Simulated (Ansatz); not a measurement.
Mulliken charges of AlBFH4N (`[NH2][AlH][BH]F`) from PBE/def2-TZVPP in Ansatz (PBE0-D4/def2-TZVP geometry).

```json
{"atom": "N1", "x (Å)": "-1.035", "y (Å)": "1.238", "z (Å)": "0.178", "charge (e)": "-0.403"}
{"atom": "Al2", "x (Å)": "0.358", "y (Å)": "0.247", "z (Å)": "0.637", "charge (e)": "0.238"}
{"atom": "B3", "x (Å)": "0.824", "y (Å)": "-1.439", "z (Å)": "-0.646", "charge (e)": "0.206"}
{"atom": "F4", "x (Å)": "0.022", "y (Å)": "-1.693", "z (Å)": "-1.675", "charge (e)": "-0.178"}
{"atom": "H5", "x (Å)": "-1.366", "y (Å)": "2.050", "z (Å)": "0.674", "charge (e)": "0.143"}
{"atom": "H6", "x (Å)": "-1.614", "y (Å)": "1.063", "z (Å)": "-0.628", "charge (e)": "0.151"}
{"atom": "H7", "x (Å)": "1.149", "y (Å)": "0.680", "z (Å)": "1.946", "charge (e)": "-0.128"}
{"atom": "H8", "x (Å)": "1.753", "y (Å)": "-2.204", "z (Å)": "-0.542", "charge (e)": "-0.027"}
```

By hand: the dipole of these point charges (1 e Å = 4.8032 D).

Σ q r = (0.035, -0.009, 0.012) e Å, of length 0.038 e Å = 0.18 D.

How does the dipole of the full density compare? (Best estimate.)

Ansatz gave: (-0.160, 0.152, -0.019) e Å, 1.06 D; the point charges give 0.17 times that, at 149° from its direction, so they point the opposite way.

Point charges leave out the atoms' own dipoles, such as those of lone pairs, and Mulliken's split depends on the basis, so the two needn't agree.
